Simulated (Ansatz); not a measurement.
Job for Ansatz (a first-principles code): U-B3LYP/cc-pV(T+d)Z on AlO, 2S+1 = 2, a point of a bond scan (R = 1.790 Å). Files ending in .json are basis or fitting sets from the Basis Set Exchange.

Ansatz 0.2 input:
```yaml
crystal:
  periodic: [false, false, false]
  atoms:
    - {symbol: Al, position_ang: [-0.00000000, -0.00000000, -0.61996312]}
    - {symbol: O, position_ang: [0.00000000, 0.00000000, 1.17018040]}
basis:
  gaussian:
    orbitals: cc-pV_T+d_Z.json
hamiltonian:
  xc: {name: B3LYP}
magnetization: {spin_polarized: true, initial_magnetization: 1}
```

Output:

```
WARN ansatz: RAYON_NUM_THREADS=2 ignored (pool sized by the plan → 2); use --threads N
Functional definition: B3LYP
integrals: 0.01 GiB planned
478 factors; their error is unknown
mean field: 0.18 GiB planned
mean field evaluation 1: about -8630.4726 eV, gradient 5.5e1 eV
mean field evaluation 2: about -8425.4582 eV, gradient 1.3e2 eV
mean field evaluation 4: about -8642.9851 eV, gradient 1.4e1 eV
mean field evaluation 8: about -8643.9576 eV, gradient 1.8e-1 eV
mean field evaluation 16: about -8643.9924 eV, gradient 1.6e-4 eV
mean field -8643.99241208 eV, -317.6608620353 hartree, gradient 4.2e-6 eV, S^2 0.764743; 1 other end points of the search recorded, 0 dependent functions left out
reference -8643.99258237 eV, -317.6608682934 hartree; 11, 10 occupied and 58, 59 virtual orbitals, 478 factors
Total energy: -8643.99258237 eV, -317.6608682934 hartree
```

The run converged.

Cost: around 2.5 core-seconds (rough).
